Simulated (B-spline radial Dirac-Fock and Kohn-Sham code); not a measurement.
# K³⁺: scattering cross sections and density moments

System: the K³⁺ ion, [Ne] 3s2 3p4.

Level of theory: relativistic Hartree-Fock (Dirac-Fock) wave functions, averaged over the configuration; a radial atomic solver.

```
Sum of ⟨r⟩                          : 10.63 bohr
Sum of ⟨r²⟩                         : 12.45 bohr²
Sum of ⟨1/r⟩                        : 73.835 per bohr
Langevin diamagnetic susceptibility : -9.86 × 10⁻⁶ cm³/mol
Lamb shielding (α²/3)Σ⟨1/r⟩         : 1311 ppm
```

Coherent scattering is the Thomson cross section weighted by f₀², without anomalous dispersion; incoherent scattering is Klein-Nishina weighted by S. The Lamb formula is the non-relativistic shielding expression. Electron correlation is left out.

```
hν (keV)  coherent (b)  incoherent (b)  incoherent per electron (b)
      10         51.57           4.772                        0.298
      20         21.91           6.673                        0.417
      30         11.82           7.431                        0.464
      50         5.209           7.834                        0.490
     100         1.536           7.485                        0.468
     200        0.4149           6.385                        0.399
     500       0.06884           4.606                        0.288
    1000       0.01732           3.374                        0.211
```

Incoherent scattering overtakes coherent scattering between 30 and 50 keV.

Values without a named source are computed, but for edge energies of neutral atoms, which are taken from tables.
